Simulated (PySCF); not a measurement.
Bond length, frequency and bond energy of SbCl by level of theory

State: ³Σ⁻ (triplet), unpaired electrons π ↑↑. Set-up: basis Sb cc-pVDZ-PP with ECP28, Cl cc-pV(D+d)Z; scalar-relativistic core potentials; PySCF 2.14. De refers to Sb + Cl in their high-spin ground configurations, without counterpoise correction. The functionals are run spin-unrestricted. A positive dipole means Sb(−)Cl(+).

```csv
Level,Re (Å),ωe (cm⁻¹),De (eV),μ (D)
UHF,2.385,364,1.55,-3.10
UHF-MP2,2.378,367,2.48,n/a
UHF-SCS-MP2,2.387,361,2.41,n/a
UHF-CCSD,2.389,359,2.30,n/a
UHF-CCSD(T),2.393,355,2.39,n/a
PBE,2.390,353,3.26,-2.28
PW91,2.389,354,3.29,-2.27
r²SCAN,2.375,363,3.10,-2.41
PBE0,2.369,367,3.03,-2.49
B97-3,2.385,360,3.07,-2.58
M06,2.375,368,3.50,-2.58
```

**Question.** Which functional lies closest to UHF-CCSD(T) in De, which farthest, and by how much do they differ from it?

**Answer.** Closest is PBE0 (-2.4 pm in Re, +3.4 % in ωe, +0.64 eV in De against UHF-CCSD(T) in the same basis), farthest M06 (-1.8 pm in Re, +3.7 % in ωe, +1.11 eV in De). CCSD(T) converges more slowly with the basis than the functionals do and binds too weakly in this one, so the order can change at the basis-set limit.

**Question.** What does the step from GGA to meta-GGA do here, going from PBE to r²SCAN?

**Answer.** r²SCAN less PBE: -1.5 pm in Re, +2.8 % in ωe, -0.16 eV in De. 

**Question.** What does second-order correlation do here, going from UHF to UHF-MP2?

**Answer.** UHF-MP2 less UHF: -0.7 pm in Re, +0.8 % in ωe, +0.93 eV in De. Correlation nearly always deepens the well. The bond shortens, as in weak, metallic or heavy-atom bonds, where dispersion and the correlation of outer-core electrons pull the atoms together.

Correlated steps freeze 9 core orbitals. Correlated levels converge slowly with the basis: in double zeta they bind strong bonds too weakly, by up to about 1 eV, and carry superposition errors of some tenths. Spin–orbit coupling is left out, which matters for elements this heavy, above all for dissociation energies. The state is the lowest determinant that a PBE0 search found; another state may lie lower at other levels.
